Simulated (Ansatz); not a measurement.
F₆Ru, triplet, at a GFN2-xTB geometry (such geometries of metal compounds can be far from the true shape) (all electrons, no relativity). Base run: CAM-B3LYP/3-21G (Ansatz, a program for electronic structure).

Here is a job for Ansatz.
Ansatz 0.2 input:
```yaml
crystal:
  periodic: [false, false, false]
  atoms:
    - {symbol: Ru, position_ang: [0.00000000, -0.00000000, 0.00000000]}
    - {symbol: F, position_ang: [1.11244871, -0.44890361, -1.39875666]}
    - {symbol: F, position_ang: [-1.11244871, 0.44890361, 1.39875666]}
    - {symbol: F, position_ang: [-1.15977093, 0.80852538, -1.18186077]}
    - {symbol: F, position_ang: [-0.90164630, -1.59384724, -0.20557649]}
    - {symbol: F, position_ang: [0.90164630, 1.59384724, 0.20557649]}
    - {symbol: F, position_ang: [1.15977093, -0.80852538, 1.18186077]}
basis:
  gaussian:
    orbitals: 3-21G.json
hamiltonian:
  xc: cam_b3lyp
magnetization: {spin_polarized: true, initial_magnetization: 2}
```
The basis file holds 3-21G in the JSON format of the Basis Set Exchange.

The base run was repeated with changes; each row names its change, and settings that it needs were set with it.

```
change                                    E (Eh)  <S^2>  core-seconds (rough)
-----------------------------------  -----------  -----  --------------------
base                                 -5018.93752  2.048                    80
functional = BHLYP                   -5018.57178  2.495                   100
functional = r2scan                  -5018.66952  2.006                   200
functional = revpbe                  -5018.53523  2.003                    60
functional = blyp; dispersion = d4   -5019.03823  2.003                    60
functional = SVWN5                   -5010.70358  2.002                    30
functional = b3lyp; dispersion = d4  -5018.97501  2.034                    60
functional = B97M-V                  -5018.03884  2.005                   200
functional = pbe0                    -5018.00645  2.053                    60
functional = hse06                   -5018.00364  2.054                   100
```

Totals shift with the method and basis; they matter in differences.
